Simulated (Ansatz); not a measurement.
The same substitution along the group O, S, Se, Te.

Program: Ansatz. Geometries: PBE0-D4/def2-TZVP. ΔE: electronic, gas phase. CBS: MP2 limit from def2 TZ/QZ plus the TZ coupled-cluster correction, frozen cores. This one scheme is used for every species. Functionals use def2-TZVPP. def2 core potentials past Kr. For Se, Te outer-core shells are correlated without core-valence functions, which leaves a few kJ/mol of doubt a bond. Scalar relativity is left out up to krypton. One conformer a species, not always the lowest.

| reaction | HF/CBS(def2) (kcal/mol) | PBE-D4 (kcal/mol) | ωB97M-V (kcal/mol) |
| --- | --- | --- | --- |
| `OC(F)[SiH3]` + HCl → `FC([SiH3])Cl` + H₂O | 3.3 | 0.2 | 1.0 |
| `FC([SiH3])S` + HCl → `FC([SiH3])Cl` + H₂S | 2.4 | 4.6 | 4.2 |
| `FC([SiH3])[SeH]` + HCl → `FC([SiH3])Cl` + H₂Se | 2.1 | 4.8 | 4.3 |
| `FC([SiH3])[TeH]` + HCl → `FC([SiH3])Cl` + H₂Te | 1.4 | 5.2 | 4.1 |

(1) Give the CCSD(T)/CBS values in the same order. (Best estimate.)

Largest T1 diagnostic: 0.012, for `FC([SiH3])S`.

Answers

(1) The calculation gave: -0.5, 4.5, 5.5, 6.7 kcal/mol.
